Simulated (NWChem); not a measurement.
Molecule: InHOI2; SMILES [OH][In]([I])[I]

```xyz
5

In     0.7149     0.0093     0.0000
I     -0.5619    -2.3275     0.0000
I     -0.5649     2.3257     0.0000
O      2.7008     0.0586     0.0000
H      3.0842    -0.8276     0.0000
```
Atoms are numbered in this order, from 1.

Computed with NWChem. Medium grid unless said otherwise, to which SCAN and Minnesota functionals are sensitive. The geometry was optimised at PBE0/def2-SVP. def2 effective core potentials on In, I; no spin-orbit coupling. B3LYP is NWChem's, with the RPA form of VWN correlation. Total energies of different functionals are on different scales.

```csv
level,energy (Ha),highest occupied level (eV),orbital gap (eV),dipole (D)
B3LYP/def2-SVP,-861.6705,-7.52,4.56,1.13
PBE/def2-SVP,-861.3163,-6.64,3.16,1.11
M05-2X/def2-SVP,-861.2676,-9.25,7.25,1.29
"LDA (Slater exchange, PW92)/def2-SVP",-859.7272,-6.80,3.03,1.16
r2SCAN0/def2-SVP,-861.5901,-8.06,5.36,1.20
LRC-wPBEh/def2-SVP,-861.4056,-9.64,8.47,1.19
N12/def2-SVP,-863.4423,-6.35,3.06,1.09
HCTH/407/def2-SVP,-863.3981,-6.70,3.16,1.08
```
